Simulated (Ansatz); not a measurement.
`[F][InH][GeH3]` + `C[SiH2]O` → `C[SiH2][O][GeH3]` + `[F][InH2]` at 700 K and 1 bar (cleavage of the Ge–In bond).

Isolated molecules relaxed with PBE0-D4/def2-TZVP in Ansatz; ΔE leaves out vibrations. CCSD(T)/CBS is the MP2 limit (def2-TZVPP, def2-QZVPP) plus CCSD(T) − MP2 in def2-TZVPP, frozen cores. This one scheme is used for every species. Elements past krypton have def2 core potentials. For Ge, In outer-core shells are correlated without core-valence functions, which leaves a few kJ/mol of doubt a bond. Scalar relativity is left out up to krypton. Each species was taken in one conformer, which may not be the lowest.

| species | CCSD(T)/CBS energy (Eh) | H − E (kJ/mol) | S (J/(mol·K)) |
| --- | --- | --- | --- |
| `[F][InH][GeH3]` | -2368.14594 | 144.8 | 457.2 |
| `C[SiH2]O` | -405.96945 | 239.4 | 390.4 |
| `C[SiH2][O][GeH3]` | -2483.29571 | 301.9 | 513.1 |
| `[F][InH2]` | -290.81142 | 72.4 | 317.2 |

H − E and S are ideal-gas, rigid-rotor, harmonic terms from PBE0-D4/def2-TZVP, for one conformer and one mirror image of each species. 1 Eh = 2625.50 kJ/mol, R = 8.31446 J/(mol·K).

**Question.** By hand: ΔE, ΔH, ΔS and ΔG.

**Answer.** ΔE = (-2483.29571) + (-290.81142) − (-2368.14594) − (-405.96945) = 0.00826 Eh = 21.7 kJ/mol. Δ(H − E) = 301.9 + 72.4 − 144.8 − 239.4 = -9.9, so ΔH = 11.8 kJ/mol. ΔS = 513.1 + 317.2 − 457.2 − 390.4 = -17.3 J/(mol·K). ΔG = 11.8 − 700 × (-17.3)/1000 = 23.9 kJ/mol.

**Question.** By hand: the equilibrium constant, and the temperature at which ΔG would vanish if ΔH and ΔS stayed fixed.

**Answer.** log₁₀ K = −ΔG/(RT ln 10) = -1.8. ΔH and −TΔS have one sign here, so there is no such temperature.

TΔS isn't small against ΔH here. A doubt of 5 kJ/mol in ΔE shifts log₁₀ K by 0.4 here. Other conformers and mirror images would add mixing entropy, several J/(mol·K) or more a flexible species. Modes under 60 cm⁻¹, often nearly free rotors, make the harmonic entropy too high. These are equilibria of isolated gas molecules and say nothing of rates. Largest T1 diagnostic: 0.016 (customary marks: 0.02 for closed shells, 0.045 for open ones).
